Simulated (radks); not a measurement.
The numbers below are computed, except where a source is named.
Lu46+, configuration [Ar] 3d7. Code: a radial shooting solver on a logarithmic mesh with Libxc functionals. Model: non-relativistic Kohn-Sham, LDA (Slater exchange, Perdew-Wang correlation), spin-unpolarised, spherical densities, point nucleus; relativity is left out, which matters for an element this heavy.

Normalised radial functions P(r) = r R(r), r in bohr:

r             3d
0.001831  0.0001
0.002327  0.0002
0.002958  0.0004
0.003761  0.0008
0.004781  0.0017
0.006078  0.0034
0.007726  0.0066
0.009822  0.0130
0.01239   0.0245
0.01575   0.0466
0.02002   0.0869
0.02545   0.1580
0.03235   0.2782
0.04113   0.4710
0.05228   0.7594
0.06646   1.1525
0.08382   1.6067
0.1066    2.0701
0.1355    2.3824
0.1722    2.3855
0.2189    2.0111
0.2783    1.3687
0.3538    0.7110
0.4497    0.2618
0.5672    0.0658
0.721     0.0091
0.9166    0.0006
1.165     0.0000

3d: eigenvalue -3914.4 eV, 0 radial nodes, <r> = 0.183 bohr, 90 % of the charge inside 0.281 bohr.
